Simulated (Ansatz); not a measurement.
A nudged elastic band was laid between two geometries of FH + FH3Si + H2O (10 atoms, charge 0, multiplicity 1).

These are results of Ansatz, RKS B3LYP-D4/def2-SVP, not measurements.

```yaml
movable_images: 2
climbing_image: yes
spring: 5.0 eV/Å²
optimiser: quadratic models (default)
start_path: through a guess of the saddle point
force_threshold: 0.05 eV/Å
iteration_limit: 60
end_points: relaxed
```

Initial state:

```xyz
10
Properties=species:S:1:pos:R:3
Si -0.972 0.243 -1.054
F -0.681 -1.123 -0.144
H -1.599 1.293 -0.220
H 0.252 0.642 -1.780
H -1.985 -0.241 -2.036
H 1.430 0.204 0.975
O 0.906 1.011 0.814
H 0.657 -1.597 0.667
F 1.493 -1.618 1.105
H 0.498 1.187 1.673
```

Final state:

```xyz
10
Properties=species:S:1:pos:R:3
Si -0.728 0.776 -0.743
F -0.026 -2.020 -0.395
H -1.123 2.199 -0.972
H 0.196 0.328 -1.804
H -1.957 -0.043 -0.631
H 1.202 -0.314 1.063
O 0.173 0.777 0.714
H 0.712 -1.886 0.186
F 1.731 -1.120 1.141
H -0.180 1.303 1.442
```

Problem. Which bonds break or form, and what moves?

Solution. Bonds broken: Si1–F2, H6–O7, H8–F9. Bonds formed: Si1–O7, F2–H8, H6–F9. FH + FH3Si + H2O becomes FH + FH + H4OSi.

Problem. Give the energies along the band, and the barrier.

Solution. The run converged. The highest image is number 2 of 0 to 3, 62.6 kJ/mol above the first end and 41.5 kJ/mol above the last; the last end lies 21.1 kJ/mol above the first. Another band between the same ends (9 images) ends at a top of the same energy, where a vibrational analysis finds 1 clearly imaginary mode. So few images can step over the top or miss a turn of the path. The orbitals stay closed-shell, which can raise the energy where a bond breaks towards radicals; this wasn't checked here.

| image | path coordinate (Å) | energy (kJ/mol) | Si1–F2 (Å) | H6–O7 (Å) | H8–F9 (Å) |
| --- | --- | --- | --- | --- | --- |
| 0 | 0.00 | 0.0 | 1.67 | 0.98 | 0.94 |
| 1 | 1.30 | 32.8 | 1.70 | 0.98 | 0.95 |
| 2 | 2.60 | 62.6 | 1.97 | 1.13 | 1.13 |
| 3 | 4.08 | 21.1 | 2.90 | 1.54 | 1.59 |

Problem. What is the geometry of the highest image?

Solution. 
```xyz
10
Properties=species:S:1:pos:R:3
Si -0.655 0.432 -0.775
F 0.224 -1.328 -0.680
H -1.135 1.861 -0.580
H -0.008 0.523 -2.105
H -1.921 -0.324 -0.604
H 0.869 -0.258 1.190
O 0.384 0.637 0.703
H 0.776 -1.567 0.306
F 1.236 -1.419 1.332
H 0.229 1.443 1.214
```

The band took 13 iterations and about 80 core-seconds.

Run time: 39 s on 2 threads of Arm Neoverse V2, with other jobs on the host, peak memory 0.17 GiB.
